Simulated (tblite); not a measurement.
C7H4F2N (doublet state).
Structure used (GFN2-xTB), in Å, numbered top down from 1:
```xyz
14
C7H4F2N angstrom
C      2.8133   -0.3548    0.4450
C      1.7254   -0.3285   -0.0596
C      0.4197   -0.3002   -0.6164
C     -0.4448    0.9307   -0.4717
C      0.0604    2.0739    0.2023
N      0.4604    2.9968    0.7479
C     -0.7733   -0.3027    0.3652
C     -1.9711   -1.0415    0.1005
F     -2.3979   -1.9734    0.9580
F     -2.3165   -1.3602   -1.1561
H      3.7750   -0.3743    0.8624
H      0.2919   -0.8749   -1.5265
H     -1.1144    1.1618   -1.2928
H     -0.5286   -0.2531    1.4198
```

Calculated harmonic vibrations of the isolated species, GFN2-xTB (tblite), most abundant isotopes, no scaling. This tight-binding method is rough: wavenumbers can miss measured ones by several per cent, in bad cases by 10 to 20. One conformer, not necessarily the lowest. Open shells enter through the occupations alone, without spin polarisation, and single modes of such species can be off by tens of per cent.

Harmonic wavenumbers (cm⁻¹): 53.3, 82.9, 95.0, 107.5, 169.5, 197.6, 232.1, 360.9, 385.0, 414.3, 424.3, 486.7, 532.4, 581.3, 650.8, 673.6, 798.4, 838.3, 848.5, 951.8, 976.3, 1027.9, 1048.2, 1062.2, 1154.1, 1166.9, 1239.1, 1279.7, 1328.2, 1388.9, 2261.2, 2393.3, 3038.9, 3044.3, 3069.4, 3402.0.

A = 1998, B = 852.0, C = 708.7 MHz; mass 140.031 u (most abundant isotopes); point group C1, symmetry number 1; spin multiplicity 2.

Q: What is the zero-point energy?

A: Half the sum of the wavenumbers: 18882 cm⁻¹ = 53.99 kcal/mol.

Q: Give the ideal-gas entropy at 200 K and 1 bar in the rigid-rotor, harmonic-oscillator model (classical rotation).

A: Translation 38.76, rotation 28.78, vibration 19.53, spin (R ln 2) 1.38: S = 88.5 cal/(mol K).

Q: And Cp and H(200 K) − H(0)?

A: Cp = 28.70 cal/(mol K), of which vibrations give 20.75 (their classical limit is 36 R = 71.5); H(200 K) − H(0) = 3.73 kcal/mol without the zero-point energy, 2.14 from vibrations.

Q: How do the functions run with temperature in this model?

A: 
```tsv
T (K)	S (cal/(mol K))	Cp (cal/(mol K))	H − H(0) (kcal/mol)	G − H(0) (kcal/mol)	ln q(vib)
100	72.2	19.2	1.33	-5.89	1.72
300	101.8	37.4	7.04	-23.49	7.09
500	124.2	50.3	15.92	-46.16	12.11
800	150.4	60.9	32.78	-87.52	18.83
1000	164.5	65.2	45.42	-119.04	22.79
```

q(vib) and H(0) count from the zero-point level.

Q: Which modes carry the vibrational entropy at 200 K?

A: 53.3 cm⁻¹: 3.90; 82.9 cm⁻¹: 3.04; 95.0 cm⁻¹: 2.78; 107.5 cm⁻¹: 2.55; 169.5 cm⁻¹: 1.71; 197.6 cm⁻¹: 1.45 cal/(mol K); the other 30 give 4.10 together.

Q: Blend soft modes into free rotors: weight 1/[1 + (100 cm⁻¹/ν̃)⁴] for the oscillator and the rest for a rotor with moment μB/(μ + B), μ = h/(8π²ν), B = 10⁻⁴⁴ kg m². What vibrational entropy results?

A: 18.36 cal/(mol K) in place of 19.53, which changes −T·S at 200 K by +0.24 kcal/mol.

Hindered rotation and anharmonicity are outside this model. Other conformers, if any are populated, would add a mixing term that is left out. The structure is chiral; the term R ln 2 for an equal mix with its mirror image is left out.

The run took 0.36 s on one thread of an Arm Neoverse V2, on a shared host. This covers the Hessian and the dipole derivatives.
